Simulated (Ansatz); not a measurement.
Basis sets compared for B(NH2tBu)H3 (C₄H₁₄BN). Total charge 0; singlet. Geometry PBE-D4/def2-SVP. Ansatz on 4 threads of Arm Neoverse V1 on a shared host; times are rough, and most runs start from earlier orbitals.

```xyz
20

B     1.1533    1.9488    0.0900
C    -0.2419   -0.4303   -0.0181
C     0.0620   -1.9330    0.0855
C    -1.1994    0.0033    1.0970
C    -0.8142   -0.0899   -1.3980
N     1.0670    0.3150    0.1570
H     1.7294   -0.0431   -0.5485
H     1.4683    0.0350    1.0655
H     0.7708   -2.2590   -0.7047
H    -0.8657   -2.5265   -0.0341
H     0.4984   -2.1915    1.0734
H    -0.7780   -0.2199    2.0994
H    -1.4002    1.0893    1.0455
H    -2.1561   -0.5464    1.0023
H    -1.0141    0.9938   -1.4868
H    -0.1107   -0.3750   -2.2078
H    -1.7583   -0.6463   -1.5580
H     2.3495    2.1817    0.2905
H     0.4401    2.3988    0.9869
H     0.7996    2.2950   -1.0372
```

Another isomer (singlet) lies 0.65 eV lower at PBE0-D4/def2-TZVP; other spin states weren't run for this one.

Binding counts from free atoms (B doublet, C triplet, N quartet, H doublet) in the same basis, without a counterpoise term.

```
           level  functions  energy (Eh)  HOMO (eV)  LUMO (eV)  binding per atom (eV)  wall time
 PBE-D4/def2-SVP        154    -239.9495      -6.01      -0.19                   3.97      1.9 s
PBE0-D4/def2-SVP        154    -240.0028      -7.39       0.69                   3.93      2.4 s
```

Q: Estimate the rows for PBE-D4/def2-TZVP (with forces), PBE0-D4/def2-TZVP.

A: 
```
                         level  functions  energy (Eh)  HOMO (eV)  LUMO (eV)  binding per atom (eV)  wall time
PBE-D4/def2-TZVP (with forces)        270    -240.2119      -6.20      -0.65                   3.93      4.1 s
             PBE0-D4/def2-TZVP        270    -240.2576      -7.54       0.17                   3.89        6 s
```
